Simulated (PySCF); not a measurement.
Mg(NH2)(GeH3) (GeH5MgN), SMILES [NH2][Mg][GeH3]. Atoms are numbered in the order given.

```xyz
8

Mg    -0.2151     1.0675    -0.7433
N     -0.5168     2.5999    -1.8114
H     -0.8852     3.4946    -1.4999
H     -0.3402     2.6897    -2.8084
Ge     0.2033    -1.0198     0.7104
H      1.1623    -2.0435     0.0535
H      0.8394    -0.6966     2.0851
H     -1.0815    -1.8206     1.0364
```

Coordinates come from a PBE0-D3(BJ)/def2-SVP optimisation. The values are those of a single conformer.

Level of theory: PBE0-D3(BJ)/def2-SVP run with PySCF.

Frequencies are harmonic and unscaled.

A small imaginary wavenumber (i) marks a very flat motion, where grid noise or a shallow saddle decides the sign.

Computed vibrational spectrum:
| mode | ν (cm⁻¹) | IR (km/mol) | Raman (Å⁴/amu) | depolarisation | moving atoms (share of kinetic energy) |
|---|---|---|---|---|---|
| 1 | 12i | 0.0 | 2.8 | 0.75 | H 100 % |
| 2 | 105 | 16.7 | 0.6 | 0.75 | Mg 56 %, H 21 %, N 20 % |
| 3 | 113 | 20.7 | 0.5 | 0.75 | Mg 59 %, N 25 %, H 14 % |
| 4 | 246 | 0.3 | 23.5 | 0.14 | Ge 34 %, Mg 33 %, N 29 % |
| 5 | 344 | 112.4 | 8.4 | 0.75 | H 81 %, N 16 % |
| 6 | 352 | 0.4 | 0.3 | 0.72 | H 92 % |
| 7 | 364 | 26.7 | 1.2 | 0.74 | H 90 % |
| 8 | 515 | 57.8 | 6.7 | 0.75 | H 80 %, N 15 % |
| 9 | 721 | 102.9 | 6.6 | 0.21 | Mg 46 %, N 46 % |
| 10 | 791 | 204.5 | 12.4 | 0.12 | H 96 % |
| 11 | 894 | 36.9 | 19.1 | 0.75 | H 99 % |
| 12 | 895 | 41.3 | 19.7 | 0.75 | H 99 % |
| 13 | 1531 | 12.1 | 3.9 | 0.48 | H 91 %, N 9 % |
| 14 | 2102 | 101.0 | 265.9 | 0.01 | H 99 % |
| 15 | 2107 | 141.1 | 183.8 | 0.74 | H 98 % |
| 16 | 2108 | 137.4 | 169.2 | 0.73 | H 98 % |
| 17 | 3587 | 5.2 | 248.9 | 0.11 | H 95 % |
| 18 | 3669 | 12.5 | 119.0 | 0.75 | H 92 %, N 8 % |
